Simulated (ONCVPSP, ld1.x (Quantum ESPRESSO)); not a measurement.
Hardness and transferability of assorted potentials

Generated with ld1.x 7.5 (TM, RRKJ, ultrasoft, PAW), atompaw 4.2 or ONCVPSP 4.0.1. The cutoff is in Ry: for ld1.x and atompaw files where the sum of valence levels is converged to 10 mRy in a Bessel basis, for ONCV files where the hardest occupied wave has 1 mHa per electron of residual kinetic energy. The error is the largest all-electron minus pseudo excitation energy over each file’s own four to seven test configurations (ionisations up to +4, promotions, holes and added fractions of an electron), all of which were solved. The labels leave out finer settings (local radius, basis sizes, second energies), which also bear on the numbers. Spin-polarised tests are not counted. The rows are a selection from randomly drawn settings: files with unsolved tests, undetermined cutoffs or missed reference levels are left out.

A true bound ghost makes a file unfit for plane-wave use even where its test errors are small: the radial tests pick states by their node count and pass the ghost by.

```tsv
element	potential	cutoff (Ry)	largest error (meV)	bound ghosts
Ar	ONCV, PBE, scalar-relativistic, rc 1.14/1.25/1.00 (spd), local smoothed, core correction yes, reference 3s2 3p6, qcut 7/5.5/10.3, projectors 2/2/2	39	+48	none
Fe	ONCV, PBE, fully relativistic, rc 1.20/0.80/1.35 (spd), local smoothed, core correction yes, reference 3s2 3p6 3d6 4s2, qcut 8.9/11.9/11.7, projectors 2/2/1	125	-6.0	none
Cu	ONCV, PBEsol, fully relativistic, rc 2.20/2.30/1.50/2.00 (spdf), local smoothed, core correction yes, reference 3d9 4s2, qcut 3.6/3.7/11.8/5.4, projectors 2/2/2/1	100	-126	none
Sb	ultrasoft, LDA (PZ), scalar-relativistic, rc 1.95/1.90/1.40 (spd), local smoothed, core correction no, reference 4d10 5s2 5p3	80	-40	s, p
Au	ONCV, PBE, scalar-relativistic, rc 2.00/2.20/2.00 (spd), local smoothed, core correction no, reference 5d10 6s1, qcut 2.6/4/9.1, projectors 2/2/2	65	-29	s, p
Hg	ONCV, LDA (Perdew-Wang 92), scalar-relativistic, rc 1.75/1.30/1.40 (spd), local smoothed, core correction no, reference 5s2 5p6 5d10 6s0.5, qcut 5.7/12/6.4, projectors 3/2/2	93	-4.4	s
Hg	ONCV, Wu-Cohen, scalar-relativistic, rc 1.45/1.70/2.25/0.95 (spdf), local smoothed, core correction yes, reference 4f14 5s2 5p6 5d10 6s1.5, qcut 7/9.7/7.7/15.8, projectors 2/1/2/1	390	+1521	s
```

(1) Fill in the row for Au: ONCV, PBE, scalar-relativistic, rc 1.10/1.48/1.80/1.45 (spdf), local smoothed, core correction yes, reference 5s2 5p6 5d9, qcut 7/8.8/9.4/8.1, projectors 3/2/1/3.

## Answers

(1) cutoff 256 Ry, largest error -20 meV, bound ghosts: f.
